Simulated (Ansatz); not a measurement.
Complex (SMILES): F (HF) with FCl (F-Cl), atoms 1 to 2 the first; geometry from B3LYP-D3(BJ)/def2-TZVP, monomers rigid:
```xyz
4

F      0.3477     0.0277    -0.4961
H     -0.5669     0.0474    -0.3400
F     -2.4822     0.0933    -0.3591
Cl    -3.1336     0.1260    -1.8747
```

Basis-set convergence of the counterpoise-corrected interaction energy at B3LYP with Ansatz (a program for electronic structure). Cartesian d functions, on some or all atoms, in 6-311G**; all else is spherical. The program fits the integrals of some runs and decomposes those of others, by size. No added dispersion term, no relativity. Functions are those of the species that has most. Reference: the value in aug-pcseg-3, -1.86 kcal/mol. Deviations are taken from unrounded values. Cost is core time over that of def2-TZVPD, rough, on shared machines of one kind; a dash marks a row that isn't timed (too short, read off another run, short of memory, by another algorithm or on other hardware).

| basis | functions | counterpoise-corrected interaction energy (kcal/mol) | minus reference (kcal/mol) | cost |
|---|---|---|---|---|
| STO-3G | 20 | 0.61 | 2.47 | - |
| pcseg-1 | 51 | -2.18 | -0.31 | - |
| 6-311G** | 69 | -2.21 | -0.34 | 0.4× |
| def2-TZVPD | 135 | -1.79 | 0.07 | 1× |
| 6-311++G(3df,3pd) | 143 | -1.83 | 0.04 | 1× |
| def2-TZVPPD | 148 | -1.79 | 0.07 | 1× |
| aug-pcseg-2 | 165 | -1.83 | 0.03 | 1× |
| def2-QZVPP | 214 | -1.88 | -0.02 | 1× |
| pcseg-4 | 368 | -1.87 | 0.00 | 4× |

The smallest set listed that lies within 0.2 kcal/mol of the reference with all its larger relatives (same family, alike in diffuse functions; a set with none counts only in the reference's own line) is def2-TZVPD (135 functions, 1× in cost, 0.07 kcal/mol off). Inside, with no larger relative to test it: 6-311++G(3df,3pd), def2-QZVPP, pcseg-4. (Relatives not listed, tested too: def2-QZVPPD 0.00, aug-pcseg-3 0.00 kcal/mol.)
